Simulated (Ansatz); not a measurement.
Gas-phase electronic energies from Ansatz, PBE0-D4/def2-TZVP geometries. CBS: MP2 limit from def2 TZ/QZ plus the TZ coupled-cluster correction, frozen cores. Functionals use def2-TZVPP. B3LYP here is the variant with VWN-RPA as its local correlation; programs differ in this. Each species was taken in one conformer, which may not be the lowest.

`C[SiH]1NCS1` → `C[SiH2]NC=S`  (isomerisation)

Problem. Is it downhill or uphill in electronic energy at CCSD(T)/CBS, and by how much? (Best estimate.)

Solution. Ansatz gave: Uphill: ΔE = +34.4 kJ/mol.

Problem. What do these levels give: B3LYP-D4, ωB97X-V, MP2/def2-TZVPP, CCSD(T)/def2-TZVPP, MP2/def2-QZVPP, CCSD/CBS(def2)? (An estimate is asked.)

Solution. The calculation gave: B3LYP-D4 14.9, ωB97X-V 40.6, MP2/def2-TZVPP 35.5, CCSD(T)/def2-TZVPP 29.4, MP2/def2-QZVPP 38.4, CCSD/CBS(def2) 39.2 kJ/mol.

Largest T1 diagnostic among the species: 0.016.

From PBE to PBE0 (25 % exact exchange), in def2-TZVPP and without D4, ΔE moves by +15.2 kJ/mol. In def2-TZVPP, CCSD(T) changes the Hartree–Fock value by +3.3 kJ/mol (the triples alone add −4.9 kJ/mol) and MP2 by +9.4 kJ/mol.
